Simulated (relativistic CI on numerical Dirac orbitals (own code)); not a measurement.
# Ti²⁺ in a cubic cluster: 3s photoemission with charge transfer

Computed with a charge-transfer multiplet model of a cubic metal-ligand cluster with up to 2 ligand holes, Slater and spin-orbit integrals from Dirac-Coulomb-Breit ions, Slater integrals scaled by 0.8. The ground state mixes d2 with configurations of k ligand holes L, whose averages lie at kΔ + k(k − 1)U_dd/2; a core hole lowers each added d electron by U_cd. 20 K, Lorentzian 1.4 eV and Gaussian 0.8 eV FWHM.

Atomic integrals in eV (Slater integrals scaled, ζ unscaled), ground: F2dd 6.578, F4dd 4.090, zeta_d 0.013; with the core hole: F2dd 7.636, F4dd 4.793, zeta_d 0.018, G2cd 7.900.

Cluster parameters (eV): U_dd = 4.7, U_cd = 5.9, 10Dq = 0.85, 10Dq(ligand) = 0.6, V(eg) = 1.5, V(t2g) = -0.66, final-state hopping factor = 0.9.

| Case | n_d | d2 | d3L | d4L2 | S |
| --- | --- | --- | --- | --- | --- |
| Δ = 5.7 eV | 2.23 | 0.78 | 0.21 | 0.01 | 1.00 |
| Δ = 6.7 eV | 2.18 | 0.83 | 0.17 | 0.01 | 1.00 |
| Δ = 7.7 eV | 2.15 | 0.86 | 0.14 | 0.01 | 1.00 |

Weights, n_d and S are thermal averages at 20 K. Binding energies count from the first peak over 30 % of the highest in each spectrum, which can be another peak from case to case. The parameters are a model scan and need not match a compound or its usual spin state. Peaks in eV (height, largest 100):
- Δ = 5.7 eV: 0.0 (100), 4.1 (66), 5.9 (66), 10.7 (19)
- Δ = 6.7 eV: 0.0 (100), 4.3 (63), 10.3 (14)
- Δ = 7.7 eV: 0.0 (100), 4.5 (61), 10.3 (10)

Curve for Δ = 5.7 eV (points under 2 left out, the grid thinned):

| E (eV) | Intensity |
| --- | --- |
| -3.3 | 6.4 |
| -2.9 | 8.0 |
| -2.5 | 10.5 |
| -2.1 | 14.2 |
| -1.7 | 20.6 |
| -1.3 | 32.0 |
| -0.9 | 52.1 |
| -0.5 | 80.1 |
| -0.1 | 99.3 |
| 0.3 | 91.4 |
| 0.7 | 67.4 |
| 1.2 | 44.0 |
| 1.6 | 34.0 |
| 2.0 | 29.5 |
| 2.4 | 30.0 |
| 2.8 | 35.5 |
| 3.2 | 46.3 |
| 3.6 | 58.7 |
| 4.0 | 65.6 |
| 4.4 | 65.0 |
| 4.8 | 61.8 |
| 5.2 | 61.1 |
| 5.6 | 64.1 |
| 6.0 | 65.5 |
| 6.4 | 58.3 |
| 6.8 | 45.2 |
| 7.2 | 32.9 |
| 7.6 | 23.8 |
| 8.0 | 17.8 |
| 8.4 | 14.4 |
| 8.8 | 12.8 |
| 9.2 | 12.5 |
| 9.6 | 13.7 |
| 10.1 | 16.8 |
| 10.5 | 19.1 |
| 10.9 | 18.8 |
| 11.3 | 15.3 |
| 11.7 | 10.9 |
| 12.1 | 7.7 |
| 12.5 | 5.7 |
| 12.9 | 4.4 |
| 13.3 | 3.4 |
| 13.7 | 2.8 |
| 14.1 | 2.4 |
| 14.5 | 2.1 |

For the case Δ = 7.7 eV, Δ = 7.7 eV is larger than U_dd = 4.7 eV, the Mott-Hubbard side of the Zaanen-Sawatzky-Allen scheme. With the core hole the configuration with one ligand hole lies at Δ − U_cd = -0.2, 0.8, 1.8 eV from the one without, in the order of the table; where this is negative the screened configuration lies lower, though the effective hopping of about 2.9 eV (from the holes of the mixed ground state) mixes the two strongly wherever it is as large as the gap.

Without intra-shell correlation the exchange splitting of the 3s hole comes out too large.
